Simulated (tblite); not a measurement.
Run record: tight-binding relaxation, `N[SiH2]C(=C)N(C)CC`.

Computed with GFN2-xTB geometry optimisation, gas phase (tblite 0.8.0). Start geometry: from a force field or distance geometry. The input is one job of a driver script: a line of settings, then coordinates in Å.

Command:
```bash
OMP_NUM_THREADS=1 python probes_run.py task.json out
```

Input:
```
{"job": {"kind": "relax", "xc": "GFN2-xTB", "basis": "xTB"}, "charge": 0, "multiplicity": 1}
C      1.144400    -1.894800     1.084000
C      0.788000    -0.758600     0.428600
Si     2.135500     0.350900    -0.051400
N      1.668500     1.525400    -1.331700
N     -0.594300    -0.568800     0.215300
C     -1.241300    -1.528100    -0.694500
C     -1.372900     0.498300     0.801600
C     -1.866800     1.533100    -0.146600
H      0.346000    -2.569900     1.384800
H      2.175800    -2.118200     1.303100
H      2.671400     1.094700     1.115000
H      3.302100    -0.415000    -0.552100
H      2.247300     1.362400    -2.160700
H      1.867700     2.498500    -0.975000
H     -2.172300    -1.156200    -1.119700
H     -1.430600    -2.414500    -0.030900
H     -0.497100    -1.860500    -1.461200
H     -0.840300     1.022400     1.615800
H     -2.248200    -0.001400     1.295200
H     -2.785600     1.183900    -0.707000
H     -1.057800     1.797100    -0.820100
H     -2.250000     2.438900     0.405600
```

Output:
```
step      E/eV     max force
  0    -690.11778    2.891
  1    -690.45081    1.336
  2    -690.54523    0.740
  3    -690.62082    0.792
  4    -690.69117    0.612
  5    -690.71248    0.333
  6    -690.72649    0.250
  7    -690.73975    0.343
  8    -690.75292    0.310
  9    -690.76440    0.250
... (150 lines left out)
160    -691.22080    0.030
161    -691.22086    0.023
162    -691.22089    0.018
163    -691.22092    0.015
164    -691.22094    0.014
165    -691.22096    0.015
166    -691.22099    0.014
167    -691.22102    0.016
168    -691.22105    0.011
169    -691.22108    0.009
```

«max force» is the largest atomic force in eV/Å.

**Question.** From which step on does the largest force stay under 0.1 eV/Å, and how much energy is left to gain from there?

**Answer.** From step 122 (0.077 eV/Å), 6.0 meV above the end.

In short: energy lowered by 25.4 kcal/mol over 169 steps; largest atomic force 0.009 eV/Å at the end.

The run took 4.2 s on one thread, Intel Xeon at 2.50 GHz (x86_64) (shared host).
Labels such as C1 count atoms from 1, the log's own numbers from 0.
